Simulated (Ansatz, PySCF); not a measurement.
Gas-phase reaction (SMILES): [SiH3]Br [bromosilane] + [H][H] (H2) → Br (HBr) + [SiH4] (SiH4); energy of full hydrogenation.

Each molecule is optimised on its own at B3LYP-D3(BJ)/def2-TZVP (Ansatz, a first-principles code). Valence correlation only, unless marked. Spin-orbit coupling is left out. Frozen are the shells of the preceding noble gas and the d and f shells that filled before the atom's block. No relativistic terms. CBS marks a two-point X^-3 extrapolation of the correlation energy; Hartree-Fock from the larger set. Thermal terms are rigid-rotor harmonic-oscillator values from B3LYP-D3(BJ) frequencies (Ansatz or PySCF) at 298.15 K and 1 atm. 1 Eh = 627.5095 kcal/mol.

```tsv
species	E, CCSD(T)/CBS(def2-TZVPPD,def2-QZVPPD) (Ansatz) (Eh)	E, wB97M-V/def2-TZVPD (Ansatz) (Eh)	H - E (Eh)	G - E (Eh)
[SiH3]Br	-2863.59398	-2865.31989	0.03025	0.00042
[H][H] (H2)	-1.17452	-1.16077	0.01336	-0.00144
Br (HBr)	-2573.28305	-2574.60901	0.00927	-0.01328
[SiH4] (SiH4)	-291.45830	-291.84546	0.03520	0.01198
```

Q: Work out ΔE and ΔH, ΔG, ΔS and the equilibrium constant at 298.15 K at the first level, then ΔH at the second.

A: 
1. ΔE = [(-2573.28305) + (-291.45830)] - [(-2863.59398) + (-1.17452)] = 0.02715 Eh = 17.0 kcal/mol at CCSD(T)/CBS(def2-TZVPPD,def2-QZVPPD).
2. The terms H - E add up to 0.00086 Eh, so ΔH = (0.02715 + (0.00086))×627.5095 = 17.6 kcal/mol.
3. The terms G - E add up to -0.00028 Eh, so ΔG = 16.9 kcal/mol, and ΔS = (0.00086 - (-0.00028))×627509.5/298.15 = 2.4 cal/(mol K).
4. log10 K = -ΔG/(RT ln 10) = -12.4, with RT ln 10 = 1.3642 kcal/mol.
5. At wB97M-V/def2-TZVPD the same steps give ΔE = 16.4 and ΔH = 17.0 kcal/mol, a shift of -0.6 from the first level.
6. These values are not checked against measurement here, since the tables used lack a sound gas-phase enthalpy of formation for at least one species.
